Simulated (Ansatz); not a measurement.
Wavefunction ladder for `C[Si](O)(O)[SiH3]`

```xyz
13

C     0.4158    1.7262    0.3432
Si   -0.4523    0.1258   -0.0240
O    -1.2423    0.4038   -1.4484
O    -1.4989   -0.3029    1.1788
Si    0.9782   -1.7273   -0.1958
H    -0.3053    2.5465    0.4102
H     1.1258    1.9716   -0.4500
H     0.9604    1.6687    1.2883
H    -1.7351   -0.3279   -1.8233
H    -2.1454    0.3484    1.4590
H     1.6259   -2.0439    1.1064
H     2.0509   -1.4600   -1.1948
H     0.2222   -2.9290   -0.6495
```

Total charge 0; spin multiplicity 1. The geometry is a stationary point of PBE0-D4/def2-TZVP. It is one conformer, not always the lowest. Frozen core, restricted reference, Ansatz 0.2.0. CBS rows extrapolate triple and quadruple zeta; past MP2 they add the triple-zeta difference.

| basis | HF (Eh) | MP2 corr. | CCSD corr. | (T) | CCSD(T) total |
| --- | --- | --- | --- | --- | --- |
| def2-SVP | -769.88429 | ? | -0.77337 | -0.01828 | ? |
| def2-TZVPP | ? | ? | -0.95806 | -0.03423 | ? |
| def2-QZVPP | -770.36821 | -0.97881 | – | – | – |
| CBS(def2) | ? | -1.03069 | -1.07998 | as TZ | ? |

Q: Fill in the withheld values. (An estimate is asked.)

A: Ansatz gave: def2-SVP MP2 corr.: -0.71608; def2-SVP CCSD(T) total: -770.67594; def2-TZVPP HF (Eh): -770.34057; def2-TZVPP MP2 corr.: -0.90878; def2-TZVPP CCSD(T) total: -771.33286; CBS(def2) HF (Eh): -770.37202; CBS(def2) CCSD(T) total: -771.48623.
